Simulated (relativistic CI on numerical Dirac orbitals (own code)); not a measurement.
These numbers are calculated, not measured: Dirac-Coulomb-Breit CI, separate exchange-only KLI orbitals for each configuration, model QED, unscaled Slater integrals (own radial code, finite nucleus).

The strongest absorption lines from the ground level of an ion, among the configurations computed and to levels below about 206 eV (vacuum wavelength in nm, gf): 6.2859 (0.055), 6.8629 (0.073), 7.0327 (0.047), 7.3280 (0.066), 7.4004 (0.2), 7.4248 (0.25), 7.4925 (0.4), 7.8054 (0.14).

Question: Which ion is it?
A. Lu³⁰⁺
B. Lu²⁸⁺
C. Tb²⁴⁺
D. Ir³⁶⁺

Answer: A. Lu³⁰⁺ has 41 electrons and the ground level 4s2 4p6 4d5 4P_5/2; the strongest line goes to 4s2 4p5 4d6 6P°_5/2. The pattern of lines fixes the number of electrons, and along that sequence the line energies rise steadily with the charge (about as its square where n changes within one kind of shell, about linearly where n is kept but much faster in heavy ions where fine structure, which grows about as Z⁴, sets the gap, and irregularly where shells cross), which fixes Z. Configurations outside the model, such as inner-shell arrays, can give stronger lines. At this charge energies of transitions that change n are usually good to better than 1 %, and those within a shell (Δn = 0) to a few per cent. Terms inside the open d or f shell come out 10 to 20 % too wide with unscaled integrals.

LS names give the leading component of a level, which can be under half, so a name can repeat, a term be missing and a line seem to break the LS rules.
